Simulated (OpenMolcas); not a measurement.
Ta4+: ligand-field states by method

Ta4+ with 6 ligands (fluoride) in tetragonal octahedral coordination (D4h) at 1.99 Å, the axial distance 2.010 Å. A charge of +0.333 e stands 2.8 Å behind each ligand. Ligand basis ANO-RCC-VDZP.

```yaml
Program: OpenMolcas 26.06
Basis: ANO-RCC-VTZP [8s7p5d3f2g1h]
Scalar_Hamiltonian: DKH2, point nucleus
Active_space: 1 electron in 5 orbitals (5d)
State_averaging: 2S+1 = 2 even, 5 roots
Spin-orbit_coupling: state interaction with AMFI integrals over the reference wave functions
```

I. CASSCF
II. SS-CASPT2, IPEA 0.25 Eh, imaginary shift 0.1 Eh (the lowest 17 gerade and 15 ungerade orbitals frozen, chosen by energy and not by shell, so the metal 5p can be frozen and 4f correlated)
III. SS-CASPT2, IPEA 0.25 Eh, imaginary shift 0.1 Eh (closed shells correlated: the ligand valence shells only)

Spin-free states (labels of D4, the rotations of D4h) in cm-1, each column counted from its own energy of the first state listed:

```json
{"State": "2E", "Degeneracy": "2", "I": "0", "II": "0", "III": "0"}
{"State": "2B2", "Degeneracy": "1", "I": "392", "II": "520", "III": "470"}
{"State": "2A1", "Degeneracy": "1", "I": "34031", "II": "33170", "III": "33480"}
{"State": "2B1", "Degeneracy": "1", "I": "35643", "II": "34710", "III": "35010"}
```

From I to II, I's first state of the same spin (2B2) moves from 392 to 520 cm-1, by about +130 cm-1.

χT at 300 K: I 0.04, II 0.04, III 0.04 cm3 K/mol.

The states above are spin-free; spin-orbit coupling is strong here and shifts and splits them by thousands of cm-1.

Over all roots computed the reference weight is 0.71 in II, 0.74 in III; a low but even weight reflects the number of correlated electrons. An orbital doublet at a regular site is open to a Jahn-Teller distortion, which this geometry leaves out. The least metal-like active orbital is 77 % on the metal (Löwdin) and no ligand orbital is active, so the numbers are rough. Ligand-to-metal charge-transfer states are missing. With metal d orbitals alone the field can be off either way by tens of per cent (holds for I). With one d shell and no ligand orbital active, 10Dq can be off by a tenth or more (holds for II; III). No measured value stands beside these numbers; the geometry was imposed, not optimised, and the real ion may take another.
